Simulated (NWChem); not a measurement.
Molecule: BeSiH4; SMILES [BeH][SiH3]

```xyz
6

Be    -0.0002    -1.6635     0.0062
H     -0.0014    -3.0035     0.0095
Si    -0.0018     0.5297     0.0010
H      1.1720     1.0956    -0.7433
H      0.0530     1.0966     1.3895
H     -1.2347     1.0898    -0.6460
```
Atoms are numbered in this order, from 1.

Results from NWChem. Pople sets run with spherical d functions. Geometry: optimised at PBE0/def2-SVP. B3LYP is NWChem's, with the RPA form of VWN correlation. Static field.

| level | isotropic polarisability (bohr³) | anisotropy (bohr³) |
|---|---|---|
| PBE/6-31+G* | (withheld) | (withheld) |
| B3LYP/6-31+G* | 44.4 | 12.2 |
| LDA (Slater exchange, VWN5)/6-31+G* | 47.5 | 14.4 |
| LC-BLYP (range parameter 0.33 per bohr)/6-31+G* | 43.9 | 11.1 |

Q: Complete the blanks.

A: 
- PBE/6-31+G*, isotropic polarisability (bohr³): 46.5
- PBE/6-31+G*, anisotropy (bohr³): 13.7
